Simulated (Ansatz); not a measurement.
Start from `C[SiH2][SnH3]` and change one atom or group to get `S[SiH2][SnH3]`.

Ansatz, PBE0-D4/def2-TZVP geometries, multiplicity 1. Each molecule was computed in one conformer, which needn't be the lowest.

Elements past krypton have def2 core potentials.

| property | `C[SiH2][SnH3]` |
| --- | --- |
| LUMO energy (ωB97M-V/def2-TZVPP) / eV | 1.46 |
| zero-point energy (PBE0-D4/def2-TZVP) / kJ/mol | 193.6 |
| LUMO energy (B3LYP/def2-TZVPP) / eV | -0.24 |
| HOMO energy (PBE/def2-TZVPP) / eV | -6.64 |
| HOMO–LUMO gap (PBE0/def2-TZVPP) / eV | 7.66 |
| LUMO energy (PBE0/def2-TZVPP) / eV | -0.02 |

(1) What does the change do to each property? (Estimate.)

Results:

(1) Computed: 
```tsv
property	`S[SiH2][SnH3]`	shift
LUMO energy (ωB97M-V/def2-TZVPP) / eV	1.16	-0.30
zero-point energy (PBE0-D4/def2-TZVP) / kJ/mol	122.9	-70.7
LUMO energy (B3LYP/def2-TZVPP) / eV	-0.68	-0.44
HOMO energy (PBE/def2-TZVPP) / eV	-6.12	0.52
HOMO–LUMO gap (PBE0/def2-TZVPP) / eV	6.75	-0.91
LUMO energy (PBE0/def2-TZVPP) / eV	-0.49	-0.47
```

With PBE0 the HOMO rises by 0.45 eV and the LUMO falls by 0.47 eV, so the gap narrows by about 0.92 eV. PBE moves the HOMO by 0.52 eV and ωB97M-V by 0.40 eV. The zero-point energy changes by -70.7 kJ/mol with -6 modes.

B3LYP here is the variant with VWN-RPA as its local correlation; programs differ in this.
